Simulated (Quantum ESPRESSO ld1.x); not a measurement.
The numbers below are computed, except where a source is named.
Problem. The mean radii <r> (bohr) of the occupied orbitals of an atom or ion are listed with their occupations. Level of theory: scalar-relativistic Kohn-Sham, LDA (Slater exchange, Perdew-Zunger correlation), spin-polarised, spherical densities, point nucleus (ld1.x of Quantum ESPRESSO 7.5).

orbital  occ.      <r>
1s up       1  0.07702
1s down     1  0.07702
2s up       1   0.3655
2s down     1   0.3655
2p up       3   0.3284
2p down     3   0.3284
3s up       1    1.158
3s down     1    1.157
3p up       3    1.274
3p down     3    1.268
4s up       1    3.849
4p up       1    4.982

Name the element and its charge. Open shells, if any, are filled with parallel spins first.

Solution. Z = 20, calcium, charge 0: Ca in [Ar] 4s1 4p1. The 1s radius gives Z: for a bare nucleus <r> = (2 gamma + 1)/(2Z) with gamma = sqrt(1 - (Z/c)^2), 0.07446 bohr for Z = 20, and screening makes it slightly larger (0.07702 here). The occupations add up to 20, and the charge is Z minus that.
